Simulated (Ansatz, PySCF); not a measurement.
Gas-phase reaction (SMILES): ClCCl [dichloromethane] + C (CH4) → 2 CCl (CH3Cl) [chloromethane]; bond separation energy.

Each molecule is optimised on its own at B3LYP-D3(BJ)/def2-TZVP (Ansatz, a first-principles code). Cores are frozen in the correlated levels unless marked. Spin-orbit coupling is left out. Non-relativistic. CBS marks a two-point X^-3 extrapolation of the correlation energy; Hartree-Fock from the larger set. [CCSD(T)-MP2]/basis is that difference in the basis named. Thermal terms are rigid-rotor harmonic-oscillator values from B3LYP-D3(BJ) frequencies (PySCF) at 298.15 K and 1 atm. 1 Eh = 627.5095 kcal/mol.

```tsv
species	E, RI-MP2/CBS(aug-cc-pV(T+d)Z,aug-cc-pV(Q+d)Z)+[CCSD(T)-MP2]/aug-cc-pV(T+d)Z (Ansatz) (Eh)	E, PBE-D3(BJ)/def2-TZVPD (Ansatz + dftd3) (Eh)	H - E (Eh)	G - E (Eh)
ClCCl	-958.79747	-959.32400	0.03378	0.00306
C (CH4)	-40.46129	-40.46420	0.04840	0.02728
CCl (CH3Cl)	-499.62944	-499.89342	0.04161	0.01500
```

### Question
Work out ΔE and ΔH, ΔG, ΔS and the equilibrium constant at 298.15 K at the first level, then ΔH at the second.

### Answer

1. ΔE = [2×(-499.62944)] - [(-958.79747) + (-40.46129)] = -0.00012 Eh = -0.1 kcal/mol at RI-MP2/CBS(aug-cc-pV(T+d)Z,aug-cc-pV(Q+d)Z)+[CCSD(T)-MP2]/aug-cc-pV(T+d)Z.
2. The terms H - E add up to 0.00104 Eh, so ΔH = (-0.00012 + (0.00104))×627.5095 = 0.6 kcal/mol.
3. The terms G - E add up to -0.00034 Eh, so ΔG = -0.3 kcal/mol, and ΔS = (0.00104 - (-0.00034))×627509.5/298.15 = 2.9 cal/(mol K).
4. log10 K = -ΔG/(RT ln 10) = 0.2, with RT ln 10 = 1.3642 kcal/mol.
5. At PBE-D3(BJ)/def2-TZVPD the same steps give ΔE = 0.9 and ΔH = 1.5 kcal/mol, a shift of +0.9 from the first level.
6. With ΔG under 1 kcal/mol in size, these levels don't settle on which side the equilibrium lies.
7. Tabulated enthalpies of formation (ClCCl -22.6 kcal/mol, ATcT 1.112; C (CH4) -17.8 kcal/mol, ATcT 1.112; CCl (CH3Cl) -19.7 kcal/mol, ATcT 1.112) give ΔH = 1.0, so the errors are -0.4 and +0.5 kcal/mol; the tables hold anharmonic motion, scalar relativity, which both levels lack, and core correlation, which the frozen-core level lacks.
